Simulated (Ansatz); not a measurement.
Cl₂FH₃O₂Si₂ (`O[Si@@H](Cl)O[Si@H](F)Cl`). Total charge 0; spin multiplicity 1.

```xyz
10

O     0.837   -1.313    1.492
Si    0.590   -1.307   -0.110
Cl   -1.100   -2.362   -0.583
O     0.390    0.202   -0.701
Si   -0.414    1.587   -0.531
F     0.628    2.760   -0.342
Cl   -1.571    1.510    1.148
H     0.127   -1.041    2.077
H     1.761   -1.913   -0.749
H    -1.247    1.878   -1.701
```

(1) Give the diagnostics of a CCSD(T)/def2-TZVPP run (frozen core, Ansatz). (Estimate.)

## Answers

(1) The calculation gave: T1 = 0.0109, largest single amplitude 0.012, largest double 0.013, (T) share of the correlation energy 3.6 %, 9 CCSD cycles. The RHF solution is stable towards an unrestricted one. T1 lies under the customary mark of 0.02 for closed shells.
